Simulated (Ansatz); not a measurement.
BH8NO2Si2, SMILES `NB(O[SiH3])O[SiH3]` from Hartree–Fock to CCSD(T)

```xyz
14

N    -1.174    0.166    2.239
B    -0.524    0.075    0.998
O    -1.179   -0.529   -0.047
Si   -1.113   -0.637   -1.677
O     0.743    0.594    0.878
Si    2.047    0.505   -0.104
H    -2.105   -0.177    2.382
H    -0.740    0.580    3.042
H    -0.281    0.458   -2.247
H    -2.495   -0.523   -2.203
H    -0.539   -1.946   -2.078
H     3.260    0.412    0.746
H     1.971   -0.698   -0.978
H     2.130    1.720   -0.952
```

The species carries charge 0 and has multiplicity 1. The geometry is a stationary point of PBE0-D4/def2-TZVP. It is one conformer, not always the lowest. Frozen core, restricted reference, Ansatz. CBS rows extrapolate triple and quadruple zeta; past MP2 they add the triple-zeta difference.

| basis | HF (Eh) | MP2 corr. | CCSD corr. | (T) | CCSD(T) total |
| --- | --- | --- | --- | --- | --- |
| def2-TZVPP | -811.75323 | -1.02229 | -1.07504 | ? | ? |
| def2-QZVPP | ? | ? | – | – | – |
| CBS(def2) | -811.78794 | ? | -1.21269 | as TZ | ? |

Problem. Fill in the withheld values. (Estimate.)

Solution. Ansatz gave: def2-TZVPP (T): -0.03792; def2-TZVPP CCSD(T) total: -812.86619; def2-QZVPP HF (Eh): -811.78374; def2-QZVPP MP2 corr.: -1.10136; CBS(def2) MP2 corr.: -1.15993; CBS(def2) CCSD(T) total: -813.03855.
